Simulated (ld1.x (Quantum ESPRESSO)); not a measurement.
**platinum (Pt): one change to a TM semilocal potential, before and after**

ld1.x (Quantum ESPRESSO) 7.5 input, shortened:

```
&input
   title='Pt', zed=78., rel=1, dft='PBE', iswitch=3,
   config='[Xe] 4f14 5d9 6s1 6p0'
 /
 &inputp
   pseudotype=1, tm=.true., lloc=2,
   nlcc=.false.
 /
3
6S  1  0   1.00   0.00  1.90  1.90  0.0
5P  2  1   6.00   0.00  1.10  1.10  0.0
5D  3  2   9.00   0.00  1.80  1.80  0.0
 &test
   configts(1)='5p6 5d9 6s1 6p0'
 /
```

Change: reference 5p6 5d8 6s0 6p0.

Cutoffs: the cutoffs (Ry, on a coarse ladder) from which the occupation-weighted sum of valence levels, in a spherical-Bessel basis at the reference potential, stays within 10 and 1 mRy of its value at 400 Ry; they do not see the model core or the augmentation charge, which bear on the density cutoff. Errors are all-electron minus pseudo energies relative to the spin-unpolarised reference configuration.

Q: What does the change do?

A: The potential gets neither clearly harder nor softer (140 Ry and 230 Ry → 140 Ry and 230 Ry); the range in which the p phases agree narrows (upper end 1.9 → 0.4); the range in which the d phases agree narrows (upper end 4.7 → 3.2); neither file shows a bound ghost. A semilocal file is local in each channel, so a ghost entry of none says nothing of the separable form that plane-wave codes build from it.

| quantity | base | changed |
| --- | --- | --- |
| cutoff, loose | 140 Ry | 140 Ry |
| cutoff, tight | 230 Ry | 230 Ry |
| bound ghosts | none | none |
| largest error over its own tests, meV | +28 | +29 |
| s: phases at 2.04 bohr within 0.05 rad from the reference energy up to (Ry; the scan ends near 5) | 0.4 | -0.5 |
| p: phases at 2.04 bohr within 0.05 rad from the reference energy up to (Ry; the scan ends near 5) | 1.9 | 0.4 |
| d: phases at 2.04 bohr within 0.05 rad from the reference energy up to (Ry; the scan ends near 5) | 4.7 | 3.2 |
